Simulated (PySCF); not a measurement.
**Electrostatic potential from atomic charges**

Species: Zn(NH2)2, `[NH2][Zn][NH2]`. Coordinates (PBE0-D3(BJ)/def2-SVP, Å) and charges (e) from the PBE0/pcSseg-1 (pcSseg-2 on Zn) density (PySCF):

| atom | x | y | z | Mulliken | IAO | Hirshfeld | ESP-fitted |
| --- | --- | --- | --- | --- | --- | --- | --- |
| Zn1 | 0.034 | -0.041 | 0.000 | +0.7013 | +1.3215 | +0.5035 | +0.8292 |
| N2 | 0.210 | -0.007 | 1.806 | -0.6996 | -1.1385 | -0.4169 | -1.0282 |
| H3 | -0.094 | 0.832 | 2.295 | +0.1742 | +0.2387 | +0.0820 | +0.2858 |
| H4 | -0.136 | -0.805 | 2.333 | +0.1749 | +0.2392 | +0.0833 | +0.3282 |
| N5 | -0.001 | -0.210 | -1.807 | -0.7000 | -1.1389 | -0.4171 | -1.0220 |
| H6 | 0.812 | 0.106 | -2.329 | +0.1750 | +0.2392 | +0.0833 | +0.3250 |
| H7 | -0.825 | 0.125 | -2.298 | +0.1742 | +0.2387 | +0.0819 | +0.2820 |

Points outside the species (Å): A (2.7, -2.2, 1.9); B (0.7, 5.0, 0.7); C (-2.0, -7.2, -1.9); D (4.1, 6.6, -2.7).

Q: Find the potential V = 14.3996 V·Å × Σ q/r of each set of charges at these points.

A: In volts:

| point | nearest atom | distance (Å) | Mulliken | IAO | Hirshfeld | ESP-fitted |
| --- | --- | --- | --- | --- | --- | --- |
| A | H4 | 3.19 | -0.172 | -0.214 | -0.070 | -0.298 |
| B | H3 | 4.53 | +0.109 | +0.212 | +0.081 | +0.108 |
| C | N5 | 7.27 | -0.024 | -0.023 | -0.007 | -0.048 |
| D | H6 | 7.29 | +0.029 | +0.052 | +0.020 | +0.035 |

Q: How far are the other sets from the ESP-fitted one at these points?

A: Root-mean-square difference: Mulliken 0.064 V, IAO 0.068 V, Hirshfeld 0.117 V. The ESP scheme fits charges at the nuclei, held to the total charge, to the electrostatic potential on points at 1.4 to 2.0 times the van der Waals radii.

Q: What energy would a point charge of -2 e have at A in the field of the ESP charges, leaving out polarisation?

A: +0.595 eV = +57.4 kJ/mol, a repulsion.

Isolated species at its PBE0-D3(BJ)/def2-SVP geometry, gas phase.
